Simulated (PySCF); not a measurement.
The metal is changed in M(NH3)4 2+. All species are isolated molecules in the gas phase. Multiplicities are imposed; where one is given, others were not computed.

Method: PBE-D3(BJ)/def2-TZVP // PBE-D3(BJ)/def2-SVP in PySCF 2.14.0. All candidates: charge +2, multiplicity 1. 

```yaml
LUMO: -9.51 eV
HOMO: -16.80 eV
HOMO–LUMO gap: 7.29 eV
```

Q: Which member has these values?
(A) [Mo(NH3)4]2+
(B) [Zn(NH3)4]2+
(C) [Os(NH3)4]2+
(D) [Ru(NH3)4]2+

A: B, [Zn(NH3)4]2+. The others give [Os(NH3)4]2+: -11.48 eV, -12.73 eV, 1.25 eV; [Ru(NH3)4]2+: -11.78 eV, -13.16 eV, 1.37 eV; [Mo(NH3)4]2+: -10.36 eV, -11.72 eV, 1.35 eV
